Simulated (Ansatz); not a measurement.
`OB[SiH3]` + `OB(O[SiH3])O[SiH3]` → `[SiH3]OB(O[SiH3])O[SiH3]` + `BO`  (cleavage of the Si–B bond)

Program: Ansatz. Geometries: PBE0-D4/def2-TZVP. ΔE: electronic, gas phase. CCSD(T)/CBS adds triple-zeta CCSD(T) − MP2 to the extrapolated MP2 energy (def2 sets, frozen cores). This one scheme is used for every species. Functionals use def2-TZVPP. Each species was taken in one conformer, which may not be the lowest.

`OB[SiH3]`:

Z-matrix (Å, degrees):
```
Si
B 1 2.027
H 1 1.492 2 109.6
H 1 1.488 2 113.7 3 -121.5
H 1 1.492 2 109.6 3 117.0
O 2 1.350 1 119.4 3 121.3
H 2 1.206 1 121.4 3 -58.6
H 6 0.962 2 113.7 1 -180.0
```

`OB(O[SiH3])O[SiH3]`:

Cartesian coordinates in Å:
```
O 2.529 -0.929 -0.474
B 1.266 -0.480 -0.240
O 0.570 -0.001 -1.305
Si -0.726 0.909 -1.717
O 0.760 -0.533 1.033
Si -0.680 -0.350 1.801
H 2.940 -1.263 0.326
H -1.848 0.027 -2.122
H -1.152 1.755 -0.570
H -0.336 1.780 -2.851
H -0.789 1.024 2.350
H -0.726 -1.336 2.908
H -1.806 -0.603 0.863
```

`[SiH3]OB(O[SiH3])O[SiH3]`:

```xyz
16

Si    2.548   -0.970    0.088
O     1.352    0.173    0.041
B     0.000    0.000    0.001
O    -0.527   -1.257   -0.004
Si   -2.115   -1.724   -0.048
O    -0.825    1.086   -0.034
Si   -0.433    2.694   -0.041
H     2.417   -1.807    1.307
H     3.831   -0.230    0.121
H     2.491   -1.830   -1.120
H    -2.770   -1.217   -1.280
H    -2.836   -1.220    1.147
H    -2.113   -3.205   -0.050
H     0.314    3.050    1.191
H    -1.715    3.435   -0.085
H     0.383    3.023   -1.235
```

`BO`:

```xyz
5

B     0.181   -0.066   -0.374
O    -0.386   -0.408    0.800
H     0.528   -0.963   -1.086
H     0.322    1.089   -0.674
H    -0.646    0.348    1.334
```

CCSD(T)/CBS gives -126.4 kJ/mol.

Question: Another level gave -109.0 kJ/mol. Which?
A. MP2/def2-TZVPP
B. ωB97X-V/def2-TZVPP
C. PBE0-D4/def2-TZVPP
D. PBE-D4/def2-TZVPP

Answer: C. PBE0-D4 -109.0, ωB97X-V -122.0, MP2/def2-TZVPP -135.3, PBE-D4 -100.5 kJ/mol.

Largest T1 diagnostic among the species: 0.014.

From PBE to PBE0 (25 % exact exchange), in def2-TZVPP and without D4, ΔE moves by −8.4 kJ/mol. In def2-TZVPP, CCSD(T) changes the Hartree–Fock value by +21.6 kJ/mol (the triples alone add +2.3 kJ/mol) and MP2 by +13.3 kJ/mol.
